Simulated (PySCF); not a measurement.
Isomers of C5H7F3Se. Method used: PBE0-D3(BJ)/def2-SVP geometry optimisation, gas phase (PySCF). Energies are electronic, without zero-point or thermal terms, for one conformer each. No frequencies were run at this level. Point groups hold within 0.08 Å.

Task: Order them by energy at this level, lowest first, and give relative energies in kcal/mol.
A. `[CH3:1][CH2:2][C:3](=[Se:4])[CH2:5][C:6]([F:7])([F:8])[F:9]` with C1–C2–C3–Se4 3°, C2–C3–C5–C6 86°
B. `[F:1][C:2]([F:3])([F:4])[CH2:5][C@@H:6]1[CH2:7][CH2:8][Se:9]1` with C2–C5–C6–C7 -71°, C5–C6–C7–C8 -140°, C6–C7–C8–Se9 20°, C7–C8–Se9–C6 -16°, C5–C6–Se9–C8 138°

Result: B (0.0), A (4.2).

As drawn, the lower has a four-membered ring, which the higher lacks.

```tsv
SMILES	E (Eh)	E rel (kcal/mol)	dipole (D)	point group	A, B, C (MHz)
FC(F)(F)C[C@@H]1CC[Se]1	-2894.38597	0.0	1.30	C1	2657, 526.5, 484.2
CCC(=[Se])CC(F)(F)F	-2894.37933	4.2	2.47	C1	1689, 692.6, 553.5
```

Task: As an exercise, what shares would exp(−E/RT) give at 500 K from these electronic energies alone (no entropy, no degeneracies)?

Result: RT = 0.994 kcal/mol: FC(F)(F)C[C@@H]1CC[Se]1 98.5 %, CCC(=[Se])CC(F)(F)F 1.5 %.
